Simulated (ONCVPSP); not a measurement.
# u(r) = r·R(r): atom against pseudo-atom (iodine (I))

Columns: radius, all-electron u(r) and pseudo u(r) of the 4s shell (level -201.00 eV) of iodine in the configuration [Ar] 3d10 4s2 4p6 4d10 5s2 5p3; PBE, scalar-relativistic, ONCV scheme, ONCVPSP 4.0.1.

```json
{"r (bohr)": "0.080", "all-electron": "0.5142", "pseudo": "0.1768"}
{"r (bohr)": "0.160", "all-electron": "-0.3129", "pseudo": "0.3550"}
{"r (bohr)": "0.240", "all-electron": "-0.7824", "pseudo": "0.5369"}
{"r (bohr)": "0.320", "all-electron": "-0.4214", "pseudo": "0.7213"}
{"r (bohr)": "0.400", "all-electron": "0.2398", "pseudo": "0.8983"}
{"r (bohr)": "0.480", "all-electron": "0.8231", "pseudo": "1.0504"}
{"r (bohr)": "0.560", "all-electron": "1.1948", "pseudo": "1.1614"}
{"r (bohr)": "0.640", "all-electron": "1.3556", "pseudo": "1.2222"}
{"r (bohr)": "0.720", "all-electron": "1.3592", "pseudo": "1.2302"}
{"r (bohr)": "0.800", "all-electron": "1.2642", "pseudo": "1.1843"}
{"r (bohr)": "0.880", "all-electron": "1.1188", "pseudo": "1.0863"}
{"r (bohr)": "0.960", "all-electron": "0.9563", "pseudo": "0.9492"}
{"r (bohr)": "1.040", "all-electron": "0.7969", "pseudo": "0.7963"}
{"r (bohr)": "1.120", "all-electron": "0.6515", "pseudo": "0.6513"}
{"r (bohr)": "1.200", "all-electron": "0.5249", "pseudo": "0.5248"}
{"r (bohr)": "1.280", "all-electron": "0.4180", "pseudo": "0.4179"}
{"r (bohr)": "1.360", "all-electron": "0.3299", "pseudo": "0.3298"}
{"r (bohr)": "1.440", "all-electron": "0.2584", "pseudo": "0.2583"}
{"r (bohr)": "1.520", "all-electron": "0.2012", "pseudo": "0.2011"}
{"r (bohr)": "1.600", "all-electron": "0.1559", "pseudo": "0.1558"}
{"r (bohr)": "1.680", "all-electron": "0.1202", "pseudo": "0.1201"}
{"r (bohr)": "1.760", "all-electron": "0.0923", "pseudo": "0.0923"}
{"r (bohr)": "1.840", "all-electron": "0.0707", "pseudo": "0.0707"}
{"r (bohr)": "1.920", "all-electron": "0.0540", "pseudo": "0.0540"}
{"r (bohr)": "2.000", "all-electron": "0.0412", "pseudo": "0.0412"}
{"r (bohr)": "2.080", "all-electron": "0.0313", "pseudo": "0.0313"}
```

(1) How many radial nodes do the two functions have?

(2) At about which radius was the pseudo-wave matched?

(3) Is the pseudo-wave norm-conserving?

Answers

(1) The all-electron 4s function has n − l − 1 = 3 (the table is too coarse to show those close to the nucleus); the pseudo-wave has 0, since the states of the same l below it are removed with the core.

(2) 1.10 bohr, where the columns begin to agree (steps of 0.08 bohr).

(3) Yes: the ONCV scheme keeps the norm inside the radius equal to the all-electron one, which fixes the energy derivative of the logarithmic derivative at the level.
